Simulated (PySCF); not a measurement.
SMILES [CH]1C=CC=CC1 (C₆H₇), doublet, PBE0/def2-SVP optimised geometry.

```
13

C      0.81    -1.24     0.00
C     -0.56    -1.19     0.00
C     -1.25     0.05     0.00
C     -0.51     1.26     0.00
C      0.85     1.26     0.00
C      1.65    -0.01     0.00
H      1.32    -2.21     0.00
H     -1.13    -2.12     0.00
H     -2.34     0.07     0.00
H     -1.05     2.21     0.00
H      1.40     2.20     0.00
H      2.34    -0.02    -0.87
H      2.34    -0.02     0.87
```

Density from unrestricted PBE0/def2-TZVP run with PySCF at that geometry.

Minimum of the electron density along straight lines between bonded atoms, close to the bond critical point (lines longer than 1.1 times the sum of covalent radii, or with two minima, are not listed):

| bond | length / Å | ρ at the minimum / e bohr⁻³ | ∇²ρ there / e bohr⁻⁵ | position (fraction from the first atom) |
|---|---|---|---|---|
| C1–C2 | 1.367 | 0.331 | -0.98 | 0.50 |
| C2–C3 | 1.418 | 0.302 | -0.87 | 0.50 |
| C3–C4 | 1.418 | 0.302 | -0.87 | 0.50 |
| C4–C5 | 1.367 | 0.331 | -0.98 | 0.50 |
| C1–C6 | 1.494 | 0.262 | -0.69 | 0.50 |
| C5–C6 | 1.494 | 0.262 | -0.69 | 0.50 |
| C1–H7 | 1.094 | 0.279 | -0.97 | 0.65 |
| C2–H8 | 1.094 | 0.279 | -0.98 | 0.65 |
| C3–H9 | 1.092 | 0.280 | -0.97 | 0.65 |
| C4–H10 | 1.094 | 0.279 | -0.98 | 0.65 |
| C5–H11 | 1.094 | 0.279 | -0.97 | 0.65 |
| C6–H12 | 1.112 | 0.263 | -0.86 | 0.64 |
| C6–H13 | 1.113 | 0.263 | -0.86 | 0.64 |
